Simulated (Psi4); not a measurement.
Br, doublet; PBE0/def2-TZVP in Psi4.

Psi4 was given this input:
```
memory 2 GB

molecule {
0 2
  Br    0.00000000    0.00000000    0.00000000
}

set basis def2-tzvp
set reference uks

energy('pbe0')
print_variables()
```

It wrote (shortened):

```
   => Loading Basis Set <=

    Name: DEF2-TZVP
    Role: ORBITAL
    Keyword: BASIS

         ---------------------------------------------------------
                                   SCF
               by Justin Turney, Rob Parrish, Andy Simmonett
                          and Daniel G. A. Smith
                              UKS Reference
         ---------------------------------------------------------

  ==> Geometry <==

    Molecular point group: d2h
    Geometry (in Angstrom), charge = 0, multiplicity = 2:

       Center              X                  Y                   Z               Mass
    ------------   -----------------  -----------------  -----------------  -----------------
         BR           0.000000000000     0.000000000000     0.000000000000    78.918337600000

  Running in d2h symmetry.

  Rotational constants: A = ************  B = ************  C = ************ [cm^-1]
  Rotational constants: A = ************  B = ************  C = ************ [MHz]
  Nuclear repulsion =    0.000000000000000

  Charge       = 0
  Multiplicity = 2
  Electrons    = 35
  Nalpha       = 18
  Nbeta        = 17

  ==> Algorithm <==

  SCF Algorithm Type is DF.
  DIIS enabled.
  MOM disabled.
  Fractional occupation disabled.
  Guess Type is CORE.
  Energy threshold   = 1.00e-06
  Density threshold  = 1.00e-06
  Integral threshold = 1.00e-12

  ==> Primary Basis <==

  Basis Set: DEF2-TZVP
    Blend: DEF2-TZVP
    Number of shells: 16
    Number of basis functions: 48
    Number of Cartesian functions: 55
    Spherical Harmonics?: true
    Max angular momentum: 3

  ==> DFT Potential <==

   => LibXC <=

    Version 7.1.2
    S. Lehtola, C. Steigemann, M. J. T. Oliveira, and M. A. L. Marques,  SoftwareX 7, 1–5 (2018) (10.1016/j.softx.2017.11.002)

   => Composite Functional: PBE0 <=

    PBE0 Hyb-GGA Exchange-Correlation Functional

    C. Adamo and V. Barone,  J. Chem. Phys. 110, 6158 (1999) (10.1063/1.478522)
    M. Ernzerhof and G. E. Scuseria,  J. Chem. Phys. 110, 5029 (1999) (10.1063/1.478401)

    Deriv               =              1
    GGA                 =           TRUE
    Meta                =          FALSE

    Exchange Hybrid     =           TRUE
    MP2 Hybrid          =          FALSE

   => Exchange Functionals <=

    0.7500   Perdew, Burke & Ernzerhof

   => Exact (HF) Exchange <=

    0.2500               HF

   => Correlation Functionals <=

    1.0000   Perdew, Burke & Ernzerhof

   => LibXC Density Thresholds  <==

    XC_HYB_GGA_XC_PBEH:  1.00E-15

   => Molecular Quadrature <=

    Radial Scheme          =       TREUTLER
    Pruning Scheme         =           NONE
    Nuclear Scheme         =       TREUTLER

    Blocking Scheme        =         OCTREE
    BS radius alpha        =              1
    Pruning alpha          =              1
    Radial Points          =             75
    Spherical Points       =            302
    Total Points           =          20084
    Total Blocks           =            208
    Max Points             =            256
    Max Functions          =             48
    Weights Tolerance      =       1.00E-15

   => Loading Basis Set <=

    Name: (DEF2-TZVP AUX)
    Role: JKFIT
    Keyword: DF_BASIS_SCF

  ==> Integral Setup <==

  SCF_SUBTYPE=INCORE selected. In-core MEM_DF algorithm will be used.
  Using in-core AOs.

  ==> MemDFJK: Density-Fitted J/K Matrices <==

    J tasked:                   Yes
    K tasked:                   Yes
    wK tasked:                   No
    Algorithm:                 Core
    Schwarz Cutoff:           1E-12
    Mask sparsity (%):       0.0000
    Fitting Condition:        1E-10

   => Auxiliary Basis Set <=

  Basis Set: (DEF2-TZVP AUX)
    Blend: DEF2-UNIVERSAL-JKFIT
    Number of shells: 60
    Number of basis functions: 266
    Number of Cartesian functions: 371
    Spherical Harmonics?: true
    Max angular momentum: 5

  Minimum eigenvalue in the overlap matrix is 2.5731770412E-02.
[...]
    NB   [     5,    1,    1,    1,    0,    3,    3,    3 ]

   @DF-UKS iter   1: -2531.21266536263465   -2.53121e+03   4.95712e-01 ADIIS
    Occupation by irrep:
             Ag   B1g   B2g   B3g    Au   B1u   B2u   B3u
    DOCC [     6,    1,    1,    1,    0,    2,    3,    3 ]
    SOCC [     0,    0,    0,    0,    0,    1,    0,    0 ]
    NA   [     6,    1,    1,    1,    0,    3,    3,    3 ]
    NB   [     6,    1,    1,    1,    0,    2,    3,    3 ]

   @DF-UKS iter   2: -2466.97748051838516    6.42352e+01   9.05470e-01 ADIIS
   @DF-UKS iter   3: -2573.67145631279209   -1.06694e+02   4.33536e-02 ADIIS/DIIS
   @DF-UKS iter   4: -2573.78420534176075   -1.12749e-01   1.03696e-02 ADIIS/DIIS
   @DF-UKS iter   5: -2573.81044161346244   -2.62363e-02   3.09573e-03 ADIIS/DIIS
   @DF-UKS iter   6: -2573.81187973950546   -1.43813e-03   2.57852e-04 ADIIS/DIIS
   @DF-UKS iter   7: -2573.81189116569749   -1.14262e-05   3.09077e-05 DIIS
   @DF-UKS iter   8: -2573.81189135715340   -1.91456e-07   1.61353e-06 DIIS
   @DF-UKS iter   9: -2573.81189135824661   -1.09321e-09   2.46663e-07 DIIS
  Energy and wave function converged.

  ==> Post-Iterations <==

   Electrons on quadrature grid:
      Nalpha   =   17.9999999176 ; deviation = -8.238e-08
      Nbeta    =   16.9999999176 ; deviation = -8.237e-08
      Ntotal   =   34.9999998352 ; deviation = -1.648e-07

   @Spin Contamination Metric:   3.172277937E-03
   @S^2 Expected:                7.500000000E-01
   @S^2 Observed:                7.531722779E-01
   @S   Expected:                5.000000000E-01
   @S   Observed:                5.000000000E-01

    Orbital Energies [Eh]
    ---------------------

    Alpha Occupied:

[...]
    Alpha Virtual:

[...]
    Beta Occupied:

[...]
    Beta Virtual:

[...]
      14Ag     6.916234

    Final Occupation by Irrep:
             Ag   B1g   B2g   B3g    Au   B1u   B2u   B3u
    DOCC [     6,    1,    1,    1,    0,    2,    3,    3 ]
    SOCC [     0,    0,    0,    0,    0,    1,    0,    0 ]
    NA   [     6,    1,    1,    1,    0,    3,    3,    3 ]
    NB   [     6,    1,    1,    1,    0,    2,    3,    3 ]

  @DF-UKS Final Energy: -2573.81189135824661

   => Energetics <=

    Nuclear Repulsion Energy =              0.0000000000000000
    One-Electron Energy =               -3581.3234695690425724
    Two-Electron Energy =                1076.1147266505868174
    DFT Exchange-Correlation Energy =     -68.6031484397910134
    Empirical Dispersion Energy =           0.0000000000000000
    VV10 Nonlocal Energy =                  0.0000000000000000
    Total Energy =                      -2573.8118913582466121

  UHF NO Occupations:
  HONO-2 :    3B2u 1.9998113
  HONO-1 :    6 Ag 1.9988003
  HONO-0 :    3B1u 1.0000000
  LUNO+0 :    7 Ag 0.0011997
  LUNO+1 :    4B3u 0.0001887
  LUNO+2 :    4B2u 0.0001887
  LUNO+3 :    2B3g 0.0000041

Computation Completed

Properties will be evaluated at   0.000000,   0.000000,   0.000000 [a0]

Properties computed using the SCF density matrix

 Multipole Moments:

 ------------------------------------------------------------------------------------
     Multipole            Electronic (a.u.)      Nuclear  (a.u.)        Total (a.u.)
 ------------------------------------------------------------------------------------

 L = 1.  Multiply by 2.5417464519 to convert [e a0] to [Debye]
 Dipole X            :          0.0000000            0.0000000            0.0000000
 Dipole Y            :          0.0000000            0.0000000            0.0000000
 Dipole Z            :          0.0000000            0.0000000            0.0000000
 Magnitude           :                                                    0.0000000

 ------------------------------------------------------------------------------------

  Variable Map:
  ----------------------------------------------------------------------------
[...]
  Array Variable Map:
  ----------------------------------------------------------------------------
[...]
[...]
```
